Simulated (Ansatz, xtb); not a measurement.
# Relative energy of two isomers of C5H6OSi

Structure a is `O=CC1=CC=C[SiH2]1`, a singlet and structure b is `O=CC1=C[SiH2]C=C1`, a singlet. Both are isolated molecules in the gas phase, relaxed with PBE-D3(BJ)/def2-SVP; each stands in its lowest conformer found.

Energies in hartree; the thermal terms are from GFN2-xTB frequencies at re-optimised GFN2-xTB minima (ideal gas, soft modes damped towards free rotors, one conformer each, 298.15 K, 1 atm) and include the zero-point energy:

|  | a | b |
| --- | --- | --- |
| E, CCSD(T)/def2-SVP | −557.303582 | −557.302224 |
| E, MP2/def2-SVP | −557.210840 | −557.209117 |
| E, MP2/def2-TZVPP | −557.824004 | −557.822602 |
| zero-point energy | 0.087926 | 0.087885 |
| H(298 K) − E | 0.096379 | 0.096248 |
| G(298 K) − E | 0.056249 | 0.056348 |

Problem. Correct the CCSD(T) difference for the basis set by the MP2 change, then work out ΔE, ΔE₀, ΔH and ΔG for a → b in kJ/mol (1 Eh = 2625.50 kJ/mol) and the equilibrium ratio [b]/[a].

Solution. 1. Differences b − a: CCSD(T) +0.001358, MP2 in the small set +0.001723, MP2 in the large set +0.001402 Eh.
2. ΔE = +0.001358 + (+0.001402 − (+0.001723)) = +0.001037 Eh = +2.72 kJ/mol.
3. ΔE₀ = ΔE + ΔZPE = +0.001037 + (−0.000041) Eh = +2.61 kJ/mol.
4. ΔH = ΔE + (−0.000131) Eh = +2.38 kJ/mol.
5. ΔG = ΔE + (+0.000099) Eh = +2.98 kJ/mol, so ΔS = (ΔH − ΔG)/T = −2.0 J/(mol K).
6. kT = 0.9442 mEh, so K = [b]/[a] = exp(−ΔG/kT) = exp(−1.20) ≈ 0.3.

The two are too close for this level to say which is favoured. An error of 4 kJ/mol in ΔG would change K by a factor of 5. Mirror images and further conformers aren't counted.

As drawn, both hold the same kinds of bond in the same numbers.

Other levels gave ΔE = +16.2 (GFN2-xTB); −0.5 (HF/STO-3G, GFN2-xTB geometries); +9.3 (r2SCAN-D4/def2-SVP, GFN2-xTB geometries); +9.4 (PBE-D3(BJ)/def2-SVP); +4.5 (HF/def2-SVP); +4.5 (MP2/def2-SVP); +3.6 (CCSD(T)/def2-SVP) kJ/mol. The correlated steps freeze 11 core orbitals. Programs: Ansatz 0.2.0, xtb 6.7.1.
